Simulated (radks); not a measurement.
Sn, configuration [Kr] 4d9.5 5s1.5 5p3 (fractional occupations, a model configuration). All-electron calculation, scalar-relativistic Kohn-Sham, PBEsol, spin-unpolarised, spherical densities, point nucleus. Program: a radial shooting solver on a logarithmic mesh with Libxc functionals. Some entries of the table are withheld. Estimate them.

orbital,occ.,eigenvalue (eV),<r> (bohr),<r^2> (bohr^2)
1s,2,-29003.59,0.02907,0.001143
2s,2,-4382.826,0.1256,(1)
2p,6,-3935.608,0.1096,0.01467
3s,2,-849.2429,0.3396,0.1318
3p,6,-703.1283,(2),0.1325
3d,10,-478.0625,0.3147,0.1175
4s,2,-137.9328,(3),(4)
4p,6,-93.6133,0.8825,0.8897
4d,9.5,(5),1.082,1.388
5s,1.5,-11.9960,2.315,(6)
5p,3,-4.5691,3.035,10.71

Answer. 
(1) 2s <r^2> (bohr^2): 0.01859
(2) 3p <r> (bohr): 0.3379
(3) 4s <r> (bohr): 0.8167
(4) 4s <r^2> (bohr^2): 0.7547
(5) 4d eigenvalue (eV): -29.3846
(6) 5s <r^2> (bohr^2): 6.107
